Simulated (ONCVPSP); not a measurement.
Ni ONCV: all-electron and pseudo phase curves

```
Element                 : Ni
Generator               : ONCVPSP 4.0.1
Type                    : optimised norm-conserving Vanderbilt (ONCV)
Functional              : PBE
Relativity              : fully relativistic
Frozen core             : [Ne]
Valence charge          : 18
Reference configuration : 3s2 3p6 3d8 4s1.5 (charge +0.5)
Partial waves           : 3s+4s: rc 1.45 bohr, ncon 4, nbas 8, qcut 6.6 1/bohr, 2 projectors; 3p: rc 1.25 bohr, ncon 4, nbas 7, qcut 11.5 1/bohr, 2 projectors, debl 2 Ha; 3d: rc 1.10 bohr, ncon 3, nbas 8, qcut 15.5 1/bohr, 2 projectors, debl 3.7 Ha
Local potential         : polynomial inside 0.80 bohr (lpopt 5, dvloc0 -1 Ha)
Core correction         : Teter function, fcfact 3.75, rcfact 1.3
```

Open shells are filled in proportion to 2j + 1.

In the p channel the program set the typed energies aside and used -2.756, 0.250 Ha (j = l + 1/2; the other j can differ).

The phase is arctan(r·R′/R) of the radial function R(r), unwrapped; energies in Ha, scanned from -6 to 5 Ha. A pole is an energy at which the radial function vanishes at the test radius. The pseudo phase is shifted by a multiple of π to meet the all-electron one at the reference energy, and phase errors are pseudo minus all-electron; the curves can meet again beyond the range given. Levels narrower than the energy grid can be missing from the lists of poles.

```json
{"channel": "s", "radius (bohr)": "1.47", "reference energy (Ha)": "-0.34", "poles, all-electron": "-4.01", "poles, pseudo": "-4.01", "unbroken range about the reference energy with phases within 0.05 rad": "the whole range", "phase error 1 Ha above the reference energy (rad)": "-0.001"}
{"channel": "p3/2", "radius (bohr)": "1.27", "reference energy (Ha)": "-2.76", "poles, all-electron": "-1.96", "poles, pseudo": "-1.96", "unbroken range about the reference energy with phases within 0.05 rad": "the whole range", "phase error 1 Ha above the reference energy (rad)": "-0.000"}
{"channel": "p1/2", "radius (bohr)": "1.27", "reference energy (Ha)": "-2.84", "poles, all-electron": "-2.08", "poles, pseudo": "-2.08", "unbroken range about the reference energy with phases within 0.05 rad": "the whole range", "phase error 1 Ha above the reference energy (rad)": "-0.000"}
{"channel": "d5/2", "radius (bohr)": "1.12", "reference energy (Ha)": "-0.48", "poles, all-electron": "1.12", "poles, pseudo": "1.12", "unbroken range about the reference energy with phases within 0.05 rad": "the whole range", "phase error 1 Ha above the reference energy (rad)": "+0.000"}
{"channel": "d3/2", "radius (bohr)": "1.12", "reference energy (Ha)": "-0.49", "poles, all-electron": "1.10", "poles, pseudo": "1.10", "unbroken range about the reference energy with phases within 0.05 rad": "the whole range", "phase error 1 Ha above the reference energy (rad)": "+0.000"}
```

Phases in the p1/2 channel:

```
E (Ha)  all-electron  pseudo
 -5.96         1.156   1.156
 -5.68         1.125   1.125
 -5.40         1.086   1.086
 -5.12         1.036   1.036
 -4.84         0.966   0.966
 -4.56         0.865   0.865
 -4.28         0.706   0.706
 -4.00         0.437   0.437
 -3.72        -0.016  -0.016
 -3.44        -0.581  -0.581
 -3.16        -1.006  -1.006
 -2.88        -1.256  -1.256
 -2.60        -1.407  -1.407
 -2.32        -1.507  -1.507
 -2.04        -1.580  -1.580
 -1.76        -1.637  -1.637
 -1.48        -1.684  -1.684
 -1.20        -1.726  -1.726
 -0.92        -1.766  -1.766
 -0.64        -1.804  -1.804
 -0.36        -1.842  -1.842
 -0.08        -1.883  -1.883
  0.20        -1.926  -1.926
  0.48        -1.975  -1.975
  0.76        -2.032  -2.032
  1.04        -2.099  -2.099
  1.32        -2.180  -2.180
  1.60        -2.281  -2.281
  1.88        -2.410  -2.410
  2.16        -2.575  -2.575
  2.44        -2.783  -2.783
  2.72        -3.030  -3.030
  3.00        -3.295  -3.295
  3.28        -3.545  -3.546
  3.56        -3.757  -3.758
  3.84        -3.926  -3.926
  4.12        -4.056  -4.057
  4.40        -4.158  -4.159
  4.68        -4.238  -4.239
  4.96        -4.302  -4.303
```
